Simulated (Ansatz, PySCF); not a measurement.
Process, species as SMILES: C[C@H](Cl)CCCl -> C[C@H](Cl)[CH]CCl + H atom (the C-H bond at the site shown breaks; other sites are not compared here)
Each molecule is optimised on its own at B3LYP-D3(BJ)/def2-TZVP (Ansatz, a quantum-chemistry and plane-wave program), one conformer each, not searched for the lowest. Frequencies are from Ansatz or PySCF.

Property: bond dissociation energy (enthalpy at 298 K, with B3LYP-D3(BJ) rigid-rotor harmonic-oscillator terms), in kcal/mol. Cores are frozen in the correlated levels unless marked. Open shells are spin-unrestricted. No spin-orbit coupling. Non-relativistic. CBS marks a two-point X^-3 extrapolation of the correlation energy; Hartree-Fock from the larger set. [CCSD(T)-MP2]/basis is that difference in the basis named.

```
level                                                                 program  bond dissociation energy (kcal/mol)  minus last row
-------------------------------------------------------------  --------------  -----------------------------------  --------------
HF/STO-3G                                                              Ansatz                                100.8             1.0
PBE-D3(BJ)/def2-TZVPD                                          Ansatz + dftd3                                 92.2            -7.6
BLYP-D3(BJ)/def2-TZVPD                                         Ansatz + dftd3                                 91.2            -8.6
r2SCAN-D4/def2-TZVPD                                           Ansatz + dftd4                                 91.7            -8.1
B97M-V/def2-TZVPD                                                      Ansatz                                 95.1            -4.7
PBE0/STO-3G                                                            Ansatz                                121.3            21.5
PBE0/6-31G*                                                            Ansatz                                 94.9            -4.9
PBE0/def2-SVP                                                          Ansatz                                 94.8            -5.0
PBE0-D3(BJ)/def2-TZVP                                          Ansatz + dftd3                                 94.3            -5.5
r2SCAN0/def2-TZVPD                                                     Ansatz                                 92.9            -6.9
CAM-B3LYP/def2-TZVPD                                                   Ansatz                                 95.7            -4.1
LC-wPBE/def2-TZVPD                                                     Ansatz                                 95.7            -4.1
RPA@PBE/cc-pV(Q+d)Z                                                    Ansatz                                 98.0            -1.8
MP2/STO-3G                                                             Ansatz                                111.5            11.7
MP2/6-31G*                                                             Ansatz                                 92.6            -7.2
MP2/cc-pV(D+d)Z                                                        Ansatz                                 96.6            -3.2
MP2/CBS(cc-pV(T+d)Z,cc-pV(Q+d)Z)                                       Ansatz                                101.4             1.6
SCS-MP2/6-31G                                                          Ansatz                                 85.5           -14.3
SCS-MP2/cc-pV(Q+d)Z                                                    Ansatz                                102.2             2.4
RI-MP2/CBS(cc-pV(T+d)Z,cc-pV(Q+d)Z)+[CCSD(T)-MP2]/cc-pV(Q+d)Z          Ansatz                                100.0             0.2
CCSD(T)/CBS(cc-pV(T+d)Z,cc-pV(Q+d)Z)                                   Ansatz                                 99.8             0.0
```
